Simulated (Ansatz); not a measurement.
Computed with Ansatz.

A structure relaxed at PBE0-D4/def2-TZVP, charge 0, multiplicity 1:

```json
{"atom": "N1", "x (Å)": "-1.4468", "y (Å)": "-0.1586", "z (Å)": "1.6763"}
{"atom": "Ge2", "x (Å)": "-0.1907", "y (Å)": "1.1165", "z (Å)": "1.2750"}
{"atom": "N3", "x (Å)": "0.2384", "y (Å)": "1.2135", "z (Å)": "-0.5182"}
{"atom": "Ge4", "x (Å)": "0.3293", "y (Å)": "-0.2580", "z (Å)": "-1.5864"}
{"atom": "N5", "x (Å)": "1.0395", "y (Å)": "-1.5280", "z (Å)": "-0.4595"}
{"atom": "H6", "x (Å)": "-2.3340", "y (Å)": "-0.0351", "z (Å)": "1.2080"}
{"atom": "H7", "x (Å)": "-1.1064", "y (Å)": "-1.0925", "z (Å)": "1.4861"}
{"atom": "H8", "x (Å)": "-0.7469", "y (Å)": "2.4998", "z (Å)": "1.6581"}
{"atom": "H9", "x (Å)": "1.0596", "y (Å)": "0.7515", "z (Å)": "2.0901"}
{"atom": "H10", "x (Å)": "0.0974", "y (Å)": "2.1048", "z (Å)": "-0.9675"}
{"atom": "H11", "x (Å)": "1.1713", "y (Å)": "0.1017", "z (Å)": "-2.8332"}
{"atom": "H12", "x (Å)": "-1.0316", "y (Å)": "-0.8405", "z (Å)": "-2.0327"}
{"atom": "H13", "x (Å)": "0.9050", "y (Å)": "-2.4830", "z (Å)": "-0.7605"}
{"atom": "H14", "x (Å)": "2.0159", "y (Å)": "-1.3923", "z (Å)": "-0.2356"}
```

**Question.** Give its formula and SMILES.

**Answer.** Ge2H9N3, `[NH2][GeH2][NH][GeH2][NH2]`.

**Question.** Point group (tolerance 0.08 Å, 0.16 Å for H)?

**Answer.** C1.

**Question.** Summarise the bond lengths by kind.

**Answer.** 4 × Ge–N 1.821 to 1.846 Å; 5 × H–N 1.008 to 1.012 Å; 4 × Ge–H 1.537 to 1.547 Å.
